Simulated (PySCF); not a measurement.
Isomers of C7H8S. Level of theory: PBE0-D3(BJ)/def2-SVP geometry optimisation, gas phase (PySCF 2.14.0). Energies are electronic, without zero-point or thermal terms, for one conformer each. No frequencies were run at this level. Point groups hold within 0.08 Å.

**Question.** Order them by energy at this level, lowest first, and give relative energies in kcal/mol.
A. `[CH2:1]=[CH:2][CH2:3][c:4]1[cH:5][cH:6][cH:7][s:8]1` with C1–C2–C3–C4 -121°, C2–C3–C4–C5 77°
B. `[CH3:1][S:2][c:3]1[cH:4][cH:5][cH:6][cH:7][cH:8]1` with C1–S2–C3–C4 0°

**Answer.** B (0.0), A (22.9).

As drawn, the higher has a C=C bond outside aromatic rings, which the lower lacks.

```tsv
SMILES	E (Eh)	E rel (kcal/mol)	dipole (D)	point group	A, B, C (MHz)
CSc1ccccc1	-668.98193	0.0	1.33	Cs	4238, 1169, 921.5
C=CCc1cccs1	-668.94543	22.9	0.39	C1	4034, 1069, 913.9
```

**Question.** How do the relative energies change in single points at PBE0/pcSseg-1 (no added dispersion term) on the same geometries?

**Answer.** 
```tsv
SMILES	PBE0-D3(BJ)/def2-SVP (kcal/mol)	PBE0/pcSseg-1 (kcal/mol)	shift
CSc1ccccc1	0.0	0.0	0.0
C=CCc1cccs1	22.9	21.8	-1.1
```

Each column counts from its own lowest isomer. The order is unchanged; the largest shift is 1.1 kcal/mol.
